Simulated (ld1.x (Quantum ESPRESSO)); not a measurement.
What one change does to a pseudopotential (iridium, RRKJ)

* Element: Ir (Z = 77)
* Generator: ld1.x (Quantum ESPRESSO) 7.5
* Type: norm-conserving RRKJ (Kleinman–Bylander form)
* Functional: LDA (PZ)
* Relativity: scalar-relativistic
* Frozen core: [Kr] 4d10 4f14
* Valence charge: 17
* Reference configuration: 5s2 5p6 5d7 6s0 6p0 (charge +2)
* Partial waves: 5p (bound): rc 1.95 bohr; 5d (bound): rc 1.40 bohr; 5s (bound): rc 1.50 bohr
* Local potential: the s channel
* Core correction: Bessel-smoothed model core inside 1.40 bohr

Change: wave 5p (bound): rc 1.95 bohr becomes 5p (bound): rc 2.88 bohr.

Cutoffs: the cutoffs (Ry, on a coarse ladder) from which the occupation-weighted sum of valence levels, in a spherical-Bessel basis at the reference potential, stays within 10 and 1 mRy of its value at 400 Ry; they do not see the model core or the augmentation charge, which bear on the density cutoff. Errors are all-electron minus pseudo energies relative to the spin-unpolarised reference configuration.

Q: How do hardness, ghosts and transferability respond?

A: The potential gets neither clearly harder nor softer (90 Ry and 140 Ry → 90 Ry and 140 Ry); the d channel sets the loose cutoff, while the largest relative change is in p, which becomes softer; of the 9 tests that both files solve, the error grows in 1 and shrinks in 2 by more than 15 % and 0.3 meV (median size 3070.3 → 3060.5 meV); neither file shows a bound ghost at the reference potential, the only one tested.

```csv
quantity,base,changed
"cutoff, loose",90 Ry,90 Ry
"cutoff, tight",140 Ry,140 Ry
loose cutoff by channel (10 mRy a level),"p 25 Ry, d 55 Ry, s 55 Ry","p 15 Ry, d 55 Ry, s 55 Ry"
bound ghosts,none,none
"error for 5s2 5p6 5d7 6s2 6p0, meV [ΔE -28.03 eV]",+3732,+3718
"error for 5s2 5p6 5d7 6s1 6p0, meV [ΔE -17.85 eV]",+2244,+2238
"error for 5s2 5p6 5d6 6s0 6p0, meV [ΔE 30.84 eV]",-6.9,-24
"error for 5s1 5p6 5d7 6s2 6p0, meV [ΔE 77.14 eV]",+5500,+5433
"error for 5s2 5p6 5d7 6s1 6p1, meV [ΔE -22.63 eV]",+2130,+1480
"error for 5s2 5p5 5d7 6s2 6p0, meV [ΔE 33.16 eV]",+5330,+5557
"error for 5s2 5p6 5d7 6s1.5 6p0, meV [ΔE -23.86 eV]",+3070,+3060
"error for 5s2 5p6 5d7 6s0 6p0 (spin-polarised), meV [ΔE -1.27 eV]",+66,+12
"error for 5s2 5p6 5d7 6s2 6p0 (spin-polarised), meV [ΔE -29.19 eV]",+3757,+3697
```

Base: These tests converged, but a pseudo level misses the all-electron one widely, so the file describes the atom poorly there or has found another state: 5s2 5p6 5d6 6s0 6p0: empty 6s by 3.5 eV; 5s2 5p6 5d7 6s1 6p1: 6s by 1.7 eV. Changed file: These tests converged, but a pseudo level misses the all-electron one widely, so the file describes the atom poorly there or has found another state: 5s2 5p6 5d6 6s0 6p0: empty 6s by 3.5 eV; 5s2 5p6 5d7 6s1 6p1: 6s by 2.2 eV.
